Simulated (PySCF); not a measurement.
C3H2FN2S (doublet state).
Geometry (GFN2-xTB, Å), atoms numbered from 1 in this order:
```
atom  x, y, z in Å
F1    -2.248    0.538    0.366
C2    -1.455   -0.442   -0.080
C3    -0.093   -0.276   -0.106
C4     0.646    0.895    0.311
N5     1.927    0.773    0.174
S6     2.259   -0.714   -0.444
N7     0.745   -1.239   -0.550
H8    -1.977   -1.327   -0.399
H9     0.210    1.796    0.702
```

The hyperfine couplings belong to this conformer and change with its torsions.

As a line formula: `F[CH]c1cnsn1` [radical].

Level of theory: UKS B3LYP, pcH-1 on C F H N S, non-relativistic, mean-field spin-orbit, GIAO (PySCF 2.14.0). Geometry: GFN2-xTB, one conformer, isolated molecule. A GFN2-xTB geometry isn't a minimum of the functional, and hyperfine couplings can be far from their values at a DFT geometry. The SCF solution wasn't tested for stability.

Principal values of hyperfine tensors in MHz (contact, dipolar and spin–orbit terms together), for some of the nuclei:

```csv
atom,isotope,A1,A2,A3
C2,13C,4.57,6.09,188.66
H8,1H,-77.37,-53.46,-22.41
C3,13C,-65.94,-36.50,-31.05
N7,14N,-2.50,-1.78,45.13
C4,13C,3.24,4.56,29.13
H9,1H,-10.09,-9.11,-2.86
S6,33S,-13.09,-10.21,34.43
N5,14N,-9.97,-0.57,-0.27
```

(1) Give the isotropic coupling of each nucleus in MHz and in mT (g = 2.0044), and the anisotropic part.

(2) What spin density at the nucleus of C2 lies behind its contact coupling (g_N = 1.40482)?

(3) F1 (19F, g_N = 5.25774) isn't in the table. Its spin density at the nucleus is 0.02638 bohr⁻³. What is its contact coupling?

(4) Name the largest traceless tensor T of the table and describe it.

(5) What first-order splitting does C2 cause when the field lies along A1, A2 or A3 of its tensor (g taken as isotropic, no quadrupole term)?

Answers

(1) a_iso is a third of the trace, T = A − a_iso, and a(mT) = a(MHz)/(g × 13.996). The tensors hold a spin–orbit part: the run splits a_iso into a_FC + a_SO, and T includes its anisotropic share.

```csv
atom,a_iso (MHz),a_FC,a_SO,a_iso (mT),T1,T2,T3
C2,66.44,66.45,-0.01,2.368,-61.87,-60.35,122.22
H8,-51.08,-51.11,0.03,-1.821,-26.29,-2.38,28.67
C3,-44.50,-44.53,0.03,-1.586,-21.44,7.99,13.45
N7,13.62,13.51,0.11,0.485,-16.11,-15.40,31.51
C4,12.31,12.31,-0.01,0.439,-9.07,-7.75,16.82
H9,-7.35,-7.36,0.01,-0.262,-2.74,-1.76,4.49
S6,3.71,4.02,-0.30,0.132,-16.80,-13.92,30.72
N5,-3.60,-3.59,-0.01,-0.128,-6.37,3.04,3.33
```

(2) a_FC = (2μ0/3) gₑ μB g_N μN ρ(0)/(2S·h) = 800.24 MHz × g_N × ρ(0)/(2S), with ρ in bohr⁻³. With a_FC = 66.45 MHz and 2S = 1, ρ(0) = 0.05911 bohr⁻³.

(3) By the same relation, a_FC = 111.0 MHz. The spin–orbit term adds +0.27 MHz. Its full tensor has the principal values -98.40, -67.99, 500.19 MHz.

(4) C2: -61.9, -60.3, 122.2 MHz (the dipolar term alone has -61.6, -60.6, 122.2), axial, in the ratio −1:−1:+2, the form that spin in one p orbital centred on that nucleus gives.

(5) 2 lines (I = 1/2), spaced by |A_i|/(g × 13.996): 0.16, 0.22, 6.72 mT along the axes of A1, A2 and A3.

Time: 43 s (grids of density and orbitals included); peak memory 0.69 GiB. Hardware: one thread, Arm Neoverse V1 (aarch64), on a shared host.
